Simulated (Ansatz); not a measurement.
Program: Ansatz. Geometries: PBE0-D4/def2-TZVP. ΔE: electronic, gas phase. CCSD(T)/CBS adds triple-zeta CCSD(T) − MP2 to the extrapolated MP2 energy (def2 sets, frozen cores). DFT in def2-TZVPP. Open shells (•) are unrestricted, without spin–orbit coupling. Spin–orbit coupling would lower the free atoms: clearly for Br. Elements past krypton have def2 core potentials. Bonds to Br, Sn are less sure, by a few kJ/mol each and by 10 to 20 or more in all where they break to atoms, as the def2 sets lack core-valence functions. Scalar relativity is left out up to krypton. Each species was taken in one conformer, which may not be the lowest.

Reaction (homolysis of the Br–Sn bond): `[OH][SnH]([F])[Br]` → Br• + `[OH][SnH][F]`•

`[OH][SnH]([F])[Br]`:

```xyz
6

O    -0.214   -1.493    0.458
Sn   -0.147    0.418    0.159
F     1.634    0.962    0.580
Br   -0.384    0.898   -2.233
H     0.350   -1.999   -0.133
H    -1.239    1.215    1.169
```

`[OH][SnH][F]`•:

```xyz
5

O    -0.163    1.222    0.568
Sn   -0.328   -0.263   -0.704
F    -0.074   -1.811    0.427
H    -0.510    1.017    1.441
H     1.075   -0.165   -1.732
```

Q: What is ΔE at CCSD(T)/CBS? (Best estimate.)

A: Ansatz gave: +361.3 kJ/mol.

Q: What do these levels give: BLYP-D4, r2SCAN-D4, r2SCAN0-D4, CAM-B3LYP-D4, PBE, HF/def2-QZVPP? (An estimate is asked.)

A: The calculation gave: BLYP-D4 307.3, r2SCAN-D4 334.1, r2SCAN0-D4 332.8, CAM-B3LYP-D4 324.2, PBE 325.2, HF/def2-QZVPP 251.0 kJ/mol.

Largest T1 diagnostic among the species: 0.018.

From PBE to PBE0 (25 % exact exchange), in def2-TZVPP and without D4, ΔE moves by +6.4 kJ/mol. The D4 term adds +10.0 kJ/mol with B3LYP and +5.4 kJ/mol with PBE0; it sums over pairs of atoms, weighted by their polarisabilities, and B3LYP, whose exchange is more repulsive, gets the larger term.

B3LYP here is the variant with VWN-RPA as its local correlation; programs differ in this.
